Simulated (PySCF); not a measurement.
[Rh(H2O)6]3+ (charge +3 and singlet state).
Bonds: Rh1–O2, Rh1–O5, Rh1–O8, Rh1–O11, Rh1–O14, Rh1–O17. Hydrogens: H3, H4 on O2; H6, H7 on O5; H9, H10 on O8; H12, H13 on O11; H15, H16 on O14; H18, H19 on O17.

The calculation used PBE0-D3(BJ)/def2-SVP geometry optimisation, gas phase, def2 core potentials past Kr (PySCF).

(1) What internal coordinates does the optimisation give?

Results:

(1) 
| bond | length (Å) |
| --- | --- |
| Rh1–O2 and 5 like bonds | 2.033 |
| O2–H3 and 11 like bonds | 0.977 |

Bonds in one row agree within 0.01 Å and their mean is given. A selection of angles:
| angle | degrees |
| --- | --- |
| O2–Rh1–O5 | 176.8 |
| O2–Rh1–O8 | 92.0 |
| O2–Rh1–O11 | 88.0 |
| O2–Rh1–O14 | 86.3 |
| O2–Rh1–O17 | 93.7 |
| O5–Rh1–O11 | 88.9 |
| O8–Rh1–O11 | 179.7 |
| Rh1–O2–H3 | 122.1 |
| Rh1–O2–H4 | 125.8 |
| H3–O2–H4 | 109.3 |
| Rh1–O5–H6 | 122.5 |
| Rh1–O5–H7 | 127.0 |

O2 (oxygen bonded to Rh and 2 H) is almost planar (angles 125.8°, 122.1° and 109.3°, sum 357.3°, 0.11 Å off the plane of its three neighbours). Rh1 (rhodium bonded to 6 O) is octahedral (the three widest angles are 179.8°, 179.7° and 176.8°, the others run from 86.0° to 93.9°).

Not checked by PBE0-D3(BJ)/def2-SVP frequencies. The ion is multiply charged and computed without counter-ions or solvent.
